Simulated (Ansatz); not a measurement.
Geometry optimisation, Ansatz, DFT PBE-D3(BJ), scalar-relativistic, plane waves, PAW.

input.yaml

```yaml
crystal:
  lattice:
    - [5.48, 0.0, 0.0]
    - [-4.11, 7.118729, 0.0]
    - [0.0, 0.0, 4.39496]
  atoms:
    - { symbol: Tc, position: [0.0, 0.0, 0.0] }
    - { symbol: Tc, position: [0.1666667, 0.2222222, 0.5] }
    - { symbol: Tc, position: [0.0, 0.3333333, 0.0] }
    - { symbol: Tc, position: [0.1666667, 0.5555556, 0.5] }
    - { symbol: Tc, position: [0.0, 0.6666667, 0.0] }
    - { symbol: Tc, position: [0.1666667, 0.8888889, 0.5] }
    - { symbol: Tc, position: [0.5, 0.0, 0.0] }
    - { symbol: Tc, position: [0.6666667, 0.2222222, 0.5] }
    - { symbol: Tc, position: [0.5, 0.3333333, 0.0] }
    - { symbol: Tc, position: [0.6666667, 0.5555556, 0.5] }
    - { symbol: Tc, position: [0.5, 0.6666667, 0.0] }
    - { symbol: Tc, position: [0.6666667, 0.8888889, 0.5] }
    - { symbol: F, position: [0.3366359, 0.1162755, 0.2475469] }
basis:
  ecutwfc: 600.0
kpoints:
  mp_grid: { grid: [2, 2, 2] }
hamiltonian:
  xc: pbe
  dispersion: d3bj
scf:
  occupations: { method: fermi_dirac, width: 0.15 }
  lower_state_search: "off"
relax:
  f_tol: 0.08
  max_steps: 25
  adjacent_minimum: "off"
```

Command:

```bash
$ ansatz run input.yaml --threads 2 --pin off --max-ram 5120MiB --backend cpu --events-out ev --progress --plain --runs-dir out
```

Task: Where does it end, and by what steps?

Result: It converged. The threshold is loose, so the end isn't yet a minimum. Limits of this set-up: coarse k mesh, odd electron count without spin. After 5 steps the energy has fallen by 3.575 eV; Tc9 moved furthest, 0.24 Å.

```json
{"step": "0", "energy less start (eV)": "0.0000", "largest force component (eV/Å)": "5.709", "accepted": "yes"}
{"step": "1", "energy less start (eV)": "-3.1167", "largest force component (eV/Å)": "1.448", "accepted": "yes"}
{"step": "2", "energy less start (eV)": "-3.5496", "largest force component (eV/Å)": "0.334", "accepted": "yes"}
{"step": "3", "energy less start (eV)": "-3.5691", "largest force component (eV/Å)": "0.165", "accepted": "yes"}
{"step": "4", "energy less start (eV)": "-3.5748", "largest force component (eV/Å)": "0.083", "accepted": "yes"}
{"step": "5", "energy less start (eV)": "-3.5748", "largest force component (eV/Å)": "0.053", "accepted": "yes"}
```

```xyz
13
Lattice="5.4800 0.0000 0.0000 -4.1100 7.1187 0.0000 0.0000 0.0000 4.3950" Properties=species:S:1:pos:R:3
Tc -0.155 -0.104 -0.101
Tc -0.150 1.663 2.329
Tc -1.361 2.379 0.009
Tc -1.333 4.012 2.210
Tc -2.713 4.735 -0.027
Tc -2.763 6.107 2.260
Tc 2.890 -0.077 -0.134
Tc 2.897 1.693 2.295
Tc 1.392 2.599 -0.063
Tc 1.341 3.971 2.223
Tc -0.038 4.694 -0.014
Tc -0.010 6.329 2.187
F 1.371 0.793 1.098
```

The run took 30 s on 2 threads of Arm Neoverse V2 (shared host), peak memory 0.79 GiB.
